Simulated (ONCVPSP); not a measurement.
## Plane-wave convergence, ONCV potential for Tm (Z = 69)

ONCVPSP 4.0.1 input, shortened (lines: element, Z, core and valence counts, functional; n l f; lmax; l rc ep ncon nbas qcut; lloc lpopt rc5 dvloc0; l nproj debl; icmod fcfact rcfact), LDA (Perdew-Wang 92), fully relativistic:

```
  Tm 69.00    9    3  -001012      upf
    1    0    2.00
    2    0    2.00
    2    1    6.00
    3    0    2.00
    3    1    6.00
    3    2   10.00
    4    0    2.00
    4    1    6.00
    4    2   10.00
    4    3   12.00
    5    0    2.00
    5    1    6.00
    3
    0    1.55    0.00    4    9    6.50
    1    2.00    0.00    5    8    6.50
    2    2.00    0.14    3    7    5.40
    3    1.20    0.00    4    8   13.00
    4    5    0.90    6.00
    0    2    1.80
    1    2    1.50
    2    1    1.90
    3    2    1.70
    2    0.20    0.65
```

Open shells are filled in proportion to 2j + 1.

In the s channel the program set the typed energies aside and used -3.088, 0.250 Ha. In the p channel the program set the typed energies aside and used -2.009, 0.250 Ha (j = l + 1/2; the other j can differ). In the d channel the program set the typed energies aside and used 0.050 Ha (j = l + 1/2; the other j can differ).

Question: For each optimised wave give the share of its norm inside rc, the residual kinetic energy above qcut (Ha) and the cutoffs (Ha) for errors of 10, 1, 0.1 and 0.01 mHa per electron.

Answer:

```tsv
wave	norm inside rc	residual KE	10 mHa	1 mHa	0.1 mHa	0.01 mHa
5s	0.818	1.6e-04	14.5	18.4	27.2	95.2
s projector 2	0.028	7.7e-05	11.7	16.7	20.7	46.9
5p j=3/2	0.871	5.3e-05	7.3	16.0	20.1	44.3
p projector 2 j=3/2	0.058	4.0e-05	5.7	14.7	19.5	31.8
5p j=1/2	0.912	4.2e-05	7.1	14.6	19.5	43.3
p projector 2 j=1/2	0.068	4.1e-05	6.4	12.7	19.3	33.4
d projector 1 j=5/2	0.070	6.4e-06	6.8	9.8	12.1	14.3
d projector 1 j=3/2	0.554	2.0e-05	8.2	10.9	13.2	18.0
4f j=7/2	0.872	3.7e-04	71.9	80.9	163.3	239.7
f projector 2 j=7/2	0.022	8.2e-05	61.2	73.7	83.8	151.0
4f j=5/2	0.880	3.9e-04	72.1	81.1	165.7	241.1
f projector 2 j=5/2	0.021	8.6e-05	61.3	73.8	84.0	153.2
```

The occupied waves need 81 Ha and 166 Ha for 1 and 0.1 mHa. Note: ghosts flagged at negative energy: s at -94.1 eV; GHOST(+) flagged for p3/2 at 132.2 eV, p1/2 at 147.4 eV. A true bound ghost makes a file unfit for plane-wave use. 3 of 4 tests not solved or not reliable.
